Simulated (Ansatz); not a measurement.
`C[Se][Al]([F])[F]` + PH₃ → `C[Se]P` + `[F][AlH][F]`  (ligand exchange at the Se–Al bond)

Isolated molecules relaxed with PBE0-D4/def2-TZVP in Ansatz; ΔE leaves out vibrations. CCSD(T)/CBS adds triple-zeta CCSD(T) − MP2 to the extrapolated MP2 energy (def2 sets, frozen cores). This one scheme is used for every species. DFT in def2-TZVPP. B3LYP here is the variant with VWN-RPA as its local correlation; programs differ in this. For Se outer-core shells are correlated without core-valence functions, which leaves a few kJ/mol of doubt a bond. Scalar relativity is left out up to krypton. Each species was taken in one conformer, which may not be the lowest.

| level | ΔE (eV) |
| --- | --- |
| PBE-D4 | 0.86 |
| BLYP-D4 | 0.84 |
| B97M-V | 0.84 |
| B3LYP-D4 | 0.88 |
| r2SCANh-D4 | 0.95 |
| ωB97M-V | 0.91 |
| r2SCAN0 | 0.95 |
| HF/def2-SVP | 1.06 |

(1) What does CCSD(T)/CBS give? (Best estimate.)

Largest T1 diagnostic among the species: 0.013.

Answers

(1) Computed: +0.93 eV. The listed levels differ from it by -0.07, -0.09, -0.09, -0.05, 0.02, -0.02, 0.02, 0.13 eV.

At CCSD(T), def2-SVP lies +0.13 eV from the extrapolated value and def2-TZVPP +0.02 eV. From BLYP to BHLYP (50 % exact exchange), in def2-TZVPP and without D4, ΔE moves by +0.08 eV. Leaving LDA and LC-ωPBE aside and taking each functional with its dispersion term where it has one, the values, not all of them listed here, spread over 0.12 eV, from revPBE-D4 to r2SCAN0-D4.
